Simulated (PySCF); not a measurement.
Correlation energy of Be (beryllium, neutral)

[He] 2s1 3s1, high-spin 3S determinant (an excited configuration). Calculation: PySCF 2.14, in aug-cc-pCVTZ; no relativity, point nucleus. Frozen: nothing; 4 electrons correlated.

```json
{"level": "CCSD", "correlation energy (mhartree)": "-48.03"}
{"level": "(T)", "correlation energy (mhartree)": "-0.09"}
{"level": "CCSD(T)", "correlation energy (mhartree)": "-48.12"}
```

Diagnostics: T1 = 0.013, D1 = 0.0376, largest double amplitude 0.065.

Q: Is a single reference adequate?

A: Yes: T1 lies below 0.03 and no double amplitude reaches 0.07.
